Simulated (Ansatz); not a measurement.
def2 core potentials replace the inner electrons of Bi.

Species: C2H4BiF3O2, SMILES `[OH][Bi]([OH])[CH2]C(F)(F)F` with one electron removed (charge 1, multiplicity 2).

**Question.** Give a relaxed geometry from Ansatz (a quantum-chemistry and plane-wave program) with PBE0-D3(BJ)/def2-SVP.

**Answer.** Several could match; the one computed here: the end point of this relaxation, one of several conformers (outside a Z-matrix the atoms follow the SMILES, hydrogens last).
Bonded distances (Å): O1–Bi2 2.035, O1–H9 0.973, Bi2–O3 2.042, Bi2–C4 2.592, O3–H10 0.971, C4–C5 1.505, C4–H11 1.097, C4–H12 1.098, C5–F6 1.348, C5–F7 1.314, C5–F8 1.325. Bond angles (°): Bi2–O1–H9 115.6, O1–Bi2–O3 92.1, O1–Bi2–C4 88.2, O3–Bi2–C4 94.4, Bi2–O3–H10 118.9, Bi2–C4–C5 101.0, Bi2–C4–H11 102.1, Bi2–C4–H12 95.7, C5–C4–H11 117.9, C5–C4–H12 116.3, H11–C4–H12 117.5, C4–C5–F6 109.1, C4–C5–F7 110.3, C4–C5–F8 111.1, F6–C5–F7 108.9, F6–C5–F8 107.5, F7–C5–F8 109.9.
